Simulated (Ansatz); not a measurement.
`[SiH3][SiH2][CH2][InH2]`. Total charge 0; spin multiplicity 1. In takes the def2 core potential.

```xyz
13

Si   -0.757    1.707    0.110
Si   -1.234   -0.550    0.515
C     0.434   -1.367    0.590
In    1.678   -0.513   -0.986
H     0.381    1.654   -0.888
H    -0.207    2.422    1.293
H    -1.822    2.534   -0.514
H    -2.100   -0.718    1.719
H    -1.998   -1.042   -0.667
H     0.924   -1.184    1.549
H     0.344   -2.447    0.445
H     1.222   -0.791   -2.626
H     3.134    0.296   -0.540
```

What are the harmonic wavenumbers in cm⁻¹ at PBE0-D4/def2-TZVP (Ansatz, finite differences of forces, unscaled)? (Estimate.)

Computed: 77, 91, 117, 171, 247, 332, 348, 428, 450, 471, 519, 556, 596, 636, 710, 741, 777, 898, 915, 931, 940, 947, 971, 1386, 1812, 1814, 2066, 2188, 2203, 2221, 2235, 3072, 3139.

Is this a minimum?

Yes, all 33 modes are real.

Give the ideal-gas thermochemistry at 298.15 K and 1 bar (rigid rotor, harmonic oscillator; point group C1, symmetry number 1).

Zero-point energy 209.4 kJ/mol; H(298) − E = 235.5 kJ/mol; entropy 392.6 J/(mol·K), of which translation 174.4, rotation 120.6, vibration 97.5; G(298) − E = 118.4 kJ/mol. Modes under 100 cm⁻¹ are hindered rotations or soft bends, so the harmonic entropy is rough.
